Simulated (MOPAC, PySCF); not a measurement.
C$_{10}$H$_{8}$SSi, SMILES `c1(cc2sccc2c([SiH3])c1)C#C`, neutral singlet in the gas phase. 

Cartesian coordinates (Å):
```xyz
20

C      4.4629    -0.2210    -0.4363
C      3.2534    -0.0482    -0.3327
C      1.8432     0.1434    -0.2108
C      0.9866    -0.9750     0.0255
C     -0.4009    -0.8400     0.1523
Si    -1.4807    -2.3566     0.4644
C     -0.9661     0.4652     0.0395
C     -2.3427     0.8774     0.1287
C     -2.5050     2.2325    -0.0327
S     -1.0042     3.0785    -0.3004
C     -0.1011     1.5799    -0.1972
C      1.2865     1.4348    -0.3227
H      5.5292    -0.3719    -0.5276
H      1.4540    -1.9676     0.1074
H     -0.5979    -3.5708     0.5316
H     -2.2414    -2.2192     1.7569
H     -2.4915    -2.5341    -0.6379
H     -3.1817     0.1904     0.3065
H     -3.4422     2.8027    -0.0099
H      1.9398     2.2996    -0.5045
```
Charge 0, multiplicity 1.

All levels are single points at this geometry (PBE-D3(BJ)/def2-SVP); Pople sets use spherical d functions. Orbital energies aren't observables, and empty levels follow the basis.

PM6 in MOPAC gives HOMO (eV) = -8.71.

Problem. Estimate the HOMO (eV) from each of these levels: PBE-D3(BJ)/def2-TZVP in PySCF; B3LYP/6-311+G** in PySCF; B3LYP/LANL2DZ in PySCF; M06-2X/6-31G* in PySCF; AM1 in MOPAC.

Solution. 
```tsv
level	HOMO (eV)
PBE-D3(BJ)/def2-TZVP in PySCF	-5.56
B3LYP/6-311+G** in PySCF	-6.26
B3LYP/LANL2DZ in PySCF	-6.19
M06-2X/6-31G* in PySCF	-7.18
AM1 in MOPAC	-8.53
```
